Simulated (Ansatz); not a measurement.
Two members of one family (BP nanocrystals, H-capped), computed with Ansatz in the gas phase. The two geometries come from different levels. Binding counts from free atoms in the multiplicity of their measured ground term, without zero-point energy. The structures are stationary points that may keep the symmetry of their start.

First: B3P3H12, cut from wurtzite (singlet, charge 0, r2SCAN-D4/def2-SVP geometry).

```
atom   x (Å)   y (Å)   z (Å)
  P1  -0.598  -0.413   1.679
  B2  -0.533   1.467   1.173
  P3  -0.578   1.554  -0.772
  B4   0.663  -1.636   0.836
  P5   0.547  -1.364  -1.089
  B6   0.681   0.456  -1.773
  H7  -0.444  -0.508   3.083
  H8  -1.924  -0.911   1.561
  H9  -1.452   2.090   1.667
 H10   0.577   1.854   1.494
 H11  -1.902   1.344  -1.245
 H12  -0.409   2.904  -1.165
 H13   0.429  -2.790   1.134
 H14   1.769  -1.239   1.157
 H15  -0.612  -2.002  -1.610
 H16   1.541  -2.154  -1.716
 H17   1.789   0.847  -1.448
 H18   0.457   0.499  -2.966
```

```
              level  HOMO (eV)  LUMO (eV)  gap (eV)  binding per atom (eV)
   PBE-D4/def2-TZVP      -6.90      -1.47      5.42                   3.32
  PBE-D4/def2-TZVPD      -6.90      -1.58      5.32                   3.32
r2SCAN-D4/def2-TZVP      -7.14      -1.21      5.94                   3.30
 B3LYP-D4/def2-TZVP      -7.88      -0.85      7.03                   3.30
   PBE0-D4/def2-SVP      -8.03      -0.29      7.74                   3.30
```

Second: B4P4H14, cut from wurtzite (singlet, charge 0, PBE-D4/def2-SVP geometry).

```csv
atom,x (Å),y (Å),z (Å)
B1,1.161,0.724,1.672
P2,0.075,-0.912,1.796
B3,-1.002,1.851,-0.488
P4,0.873,1.366,-0.162
P5,-1.990,0.161,-0.285
B6,-0.903,-1.413,0.167
B7,1.552,0.100,-1.500
P8,0.463,-1.519,-1.243
H9,0.724,1.519,2.493
H10,2.330,0.402,1.847
H11,-0.885,-0.886,2.854
H12,0.818,-2.066,2.196
H13,-1.414,2.621,0.369
H14,-1.164,2.235,-1.638
H15,1.637,2.563,-0.303
H16,-3.039,0.222,0.683
H17,-2.762,-0.195,-1.433
H18,-1.556,-2.435,0.288
H19,2.716,-0.200,-1.273
H20,1.343,0.506,-2.635
H21,1.232,-2.692,-0.976
H22,-0.208,-1.953,-2.428
```

Problem. Estimate how these quantities change from the first to the second (second minus first).

Solution. 
| level | Δ HOMO (eV) | Δ LUMO (eV) | Δ gap (eV) | Δ binding per atom (eV) |
| --- | --- | --- | --- | --- |
| PBE-D4/def2-TZVP | 0.55 | -0.06 | -0.61 | 0.08 |
| PBE-D4/def2-TZVPD | 0.55 | 0.01 | -0.54 | 0.08 |
| r2SCAN-D4/def2-TZVP | 0.57 | -0.11 | -0.68 | 0.07 |
| B3LYP-D4/def2-TZVP | 0.58 | -0.01 | -0.59 | 0.06 |
| PBE0-D4/def2-SVP | 0.63 | -0.12 | -0.75 | 0.08 |
